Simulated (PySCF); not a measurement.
# A small calculation by hand: chemical shift, span and skew from a shielding tensor

2-bromobuta-1,3-diene (C4H5Br), SMILES BrC(C=C)=C. Atoms are numbered in the order given.

```xyz
10

C     -1.3278    -1.9897     0.0000
C     -0.0020    -1.8168     0.0000
C      0.7209    -0.5497     0.0000
C      2.0569    -0.4573     0.0000
Br    -0.3087     1.0450     0.0000
H     -2.0132    -1.1383     0.0000
H     -1.7588    -2.9931     0.0000
H      0.6564    -2.6931     0.0000
H      2.6563    -1.3718     0.0000
H      2.5750     0.5023     0.0000
```

Geometry: PBE0-D3(BJ)/def2-SVP. The values are those of a single conformer.

GIAO shieldings from PySCF with PBE/pcSseg-1, non-relativistic, no solvent. The symmetric part of the tensor of C3 has the principal values -64.3, 52.5, 96.5 ppm. The same nucleus in TMS has σ = 182.0 ppm at this level (PySCF, at its B3LYP-D3(BJ)/def2-TZVP geometry). Without spin–orbit terms, shifts of atoms bonded to Cl or Br come out too high.

### Question
Work out the isotropic shielding, the ¹³C shift against TMS, the span and the skew.

### Answer

σ(iso) = (σ11 + σ22 + σ33)/3 = 28.2 ppm. δ = σ(ref) − σ(iso) = 182.0 − (28.2) = 153.8 ppm.
Span Ω = σ33 − σ11 = 160.8 ppm. Skew κ = 3(σ(iso) − σ22)/Ω = -0.45. Tumbling in solution averages the tensor to δ; in a static solid the shielding alone would spread this spin-1/2 line over Ω.
